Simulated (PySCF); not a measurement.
A structure optimised at B3LYP-D3(BJ)/def2-SVP, used in a PySCF frequency run:

```xyz
6

Al     0.4924    -1.1991     0.0000
F     -0.8359    -2.1955     0.0000
H      1.9259    -1.8125     0.0000
N      0.2000     0.5437     0.0000
C     -0.0325     1.7256     0.0000
O     -0.2511     2.8750     0.0000
```
Charge 0, spin multiplicity 1.

Task: Write its SMILES, formula and point group.

Result: O=C=[N][AlH][F], CHAlFNO, Cs

Task: What are its rotational constants (standard atomic weights)?

Result: 20.212, 1.6522, 1.5274 GHz
